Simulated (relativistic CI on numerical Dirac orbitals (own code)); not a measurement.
**Calculated levels, Dy7+**

Computed by Dirac-Coulomb-Breit CI, separate exchange-only KLI orbitals for each configuration, model QED (radiative potential, 1s self-energy scaled to tabulated hydrogen-like ionisation energies), unscaled Slater integrals (own radial code, finite nucleus).

CI space (outside the closed core [Kr] 4d10): 4f9 5s2 5p2, 4f10 5s2 5d, 4f11 5s 5p. The list is cut by size and lacks configurations that can hold low levels.

| No. | Configuration | Term | J | E (cm⁻¹) | % | Landé g | Lifetime (s) |
| --- | --- | --- | --- | --- | --- | --- | --- |
| 1 | 4f9 5s2 5p2 | 8G° | 15/2 | 0.0 | 51 | 1.389 |  |
| 2 | 4f9 5s2 5p2 | 8G° | 13/2 | 5519.5 | 35 | 1.332 | 9.68e-02 |
| 3 | 4f9 5s2 5p2 | 8I° | 11/2 | 8472.9 | 21 | 1.286 | 3.99e-01 |
| 4 | 4f9 5s2 5p2 | 8I° | 9/2 | 10822.5 | 33 | 1.147 | 5.59e-01 |
| 5 | 4f9 5s2 5p2 | 8D° | 11/2 | 12107.5 | 26 | 1.455 | 1.96e-01 |
| 6 | 4f9 5s2 5p2 | 8I° | 7/2 | 12344.6 | 50 | 0.820 | 1.75e+00 |
| 7 | 4f9 5s2 5p2 | 8F° | 9/2 | 13090.7 | 23 | 1.406 | 2.67e+00 |
| 8 | 4f9 5s2 5p2 | 8I° | 5/2 | 13177.1 | 62 | 0.169 | 1.19e+01 |
| 9 | 4f9 5s2 5p2 | 8G° | 7/2 | 15059.7 | 28 | 1.407 | 7.66e-01 |
| 10 | 4f9 5s2 5p2 | 8G° | 5/2 | 16732.8 | 44 | 1.349 | 8.14e-01 |
| 11 | 4f9 5s2 5p2 | 8G° | 3/2 | 17791.2 | 53 | 1.082 | 2.25e+00 |
| 12 | 4f9 5s2 5p2 | 8G° | 1/2 | 18531.4 | 60 | -0.876 | 1.08e+01 |
| 13 | 4f9 5s2 5p2 | 4I° | 15/2 | 28756.9 | 18 | 1.184 | 6.45e-03 |
| 14 | 4f9 5s2 5p2 | 4F° | 9/2 | 29259.0 | 22 | 1.323 | 1.41e-02 |
| 15 | 4f9 5s2 5p2 | 8G° | 13/2 | 31932.0 | 41 | 1.302 | 2.78e-03 |
| 16 | 4f9 5s2 5p2 | 6F° | 11/2 | 31933.1 | 26 | 1.317 | 7.11e-03 |
| 17 | 4f9 5s2 5p2 | 8D° | 5/2 | 33601.2 | 32 | 1.926 | 6.61e-02 |
| 18 | 4f9 5s2 5p2 | 6I° | 17/2 | 33824.7 | 24 | 1.158 | 1.29e-02 |
| 19 | 4f9 5s2 5p2 | 8I° | 15/2 | 33885.5 | 46 | 1.295 | 2.54e-03 |
| 20 | 4f9 5s2 5p2 | 6L° | 21/2 | 33973.1 | 31 | 1.156 |  |
| 21 | 4f9 5s2 5p2 | 6P° | 7/2 | 34070.4 | 16 | 1.438 | 2.59e-02 |
| 22 | 4f9 5s2 5p2 | 8G° | 11/2 | 34165.9 | 42 | 1.317 | 3.16e-03 |
| 23 | 4f9 5s2 5p2 | 8D° | 3/2 | 34734.3 | 33 | 2.183 | 6.10e-02 |
| 24 | 4f9 5s2 5p2 | 6H° | 13/2 | 34739.1 | 16 | 1.115 | 9.52e-03 |
| 25 | 4f9 5s2 5p2 | 6L° | 19/2 | 35345.5 | 22 | 1.115 | 6.83e+00 |
| 26 | 4f9 5s2 5p2 | 8G° | 7/2 | 36370.2 | 16 | 1.438 | 8.44e-03 |
| 27 | 4f9 5s2 5p2 | 8G° | 9/2 | 36790.0 | 56 | 1.345 | 2.73e-03 |
| 28 | 4f9 5s2 5p2 | 8I° | 17/2 | 37311.6 | 45 | 1.276 | 2.18e-03 |
| 29 | 4f9 5s2 5p2 | 6K° | 11/2 | 37459.4 | 26 | 0.952 | 1.75e-02 |
| 30 | 4f9 5s2 5p2 | 4M° | 15/2 | 37881.2 | 25 | 0.942 | 2.18e-02 |

Energies count from the lowest computed level; ° marks odd parity; lifetimes are radiative, by E1, M1, E2 decay to levels of this space only; some are left blank where a channel outside the calculation adds to the decay or the decay crosses a small, uncertain gap.

The mean weight of the leading LS term, summed over parents, in these 30 levels is 34 %, and that of the leading jj configuration (from the same eigenvectors) 39 %.

At this charge configurations can still be misplaced by up to about 7 % of their energy. Terms inside the open d or f shell come out 10 to 20 % too wide with unscaled integrals. Levels and lines within the n = 5 or 6 shells can be off by up to 10 % or somewhat more, and those that change n by about 2 %, since core polarisation is missing.

LS names give the leading component of a level, which can be under half, so a name can repeat, a term be missing and a line seem to break the LS rules.
